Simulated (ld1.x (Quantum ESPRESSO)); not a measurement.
# P (Z = 15): excitation energies, all-electron against TM semilocal

ld1.x (Quantum ESPRESSO) 7.5 input, shortened:

```
&input
   title='P', zed=15., rel=1, dft='PBE', iswitch=3,
   config='[Ne] 3s2 3p3 3d-2'
 /
 &inputp
   pseudotype=1, tm=.true., lloc=1,
   nlcc=.true., rcore=1.35
 /
3
3S  1  0   2.00   0.00  1.60  1.60  0.0
3D  3  2  -2.00   0.30  1.50  1.50  0.0
3P  2  1   3.00   0.00  1.70  1.70  0.0
 &test
   configts(1)='3s2 3p3'
 /
```

Energies are relative to the spin-unpolarised reference configuration 3s2 3p3; without spin polarisation the order of configurations can differ from experiment.

Task: Give the all-electron excitation energy and the error of the potential for: 3s2 3p2; 3s2 3p1; 3s2 3p0; 3s1 3p3; 3s2 3p3.3; 3s0 3p5; 3s2 3p2.5.

Result:

| valence configuration | charge | ΔE all-electron (eV) | error AE − PS (meV) |
| --- | --- | --- | --- |
| 3s2 3p2 | +1 | 9.730 | +1.5 |
| 3s2 3p1 | +2 | 28.877 | +12 |
| 3s2 3p0 | +3 | 58.616 | +42 |
| 3s1 3p3 | +1 | 18.850 | +0.1 |
| 3s2 3p3.3 | -0.3 | -1.307 | +0.2 |
| 3s0 3p5 | 0 | 17.200 | -6.9 |
| 3s2 3p2.5 | +0.5 | 3.775 | +0.1 |

Levels in the configuration 3s2 3p2.5:

```json
{"level": "3s", "all-electron (eV)": "-18.429", "pseudo (eV)": "-18.427"}
{"level": "3p", "all-electron (eV)": "-9.665", "pseudo (eV)": "-9.663"}
```
